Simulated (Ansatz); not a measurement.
`O[SiH2]N[SiH](O)F`, charge 0, multiplicity 1.

Task: Give a relaxed structure at PBE0-D4/def2-TZVP (Ansatz). (An estimate is asked.)

Result: The calculation gave: 
Z-matrix (Å, degrees):
```
Si
N 1 1.728
O 1 1.643 2 113.3
H 1 1.486 2 105.2 3 -122.6
H 1 1.478 2 111.2 3 116.0
Si 2 1.699 1 129.0 3 -65.9
H 2 1.011 1 115.4 3 113.5
H 3 0.958 1 117.9 2 -53.5
O 6 1.632 2 107.4 1 -145.5
F 6 1.600 2 112.8 1 96.9
H 6 1.475 2 109.5 1 -20.6
H 9 0.958 6 117.8 2 -157.7
```
This is one stationary point; other conformers may exist.
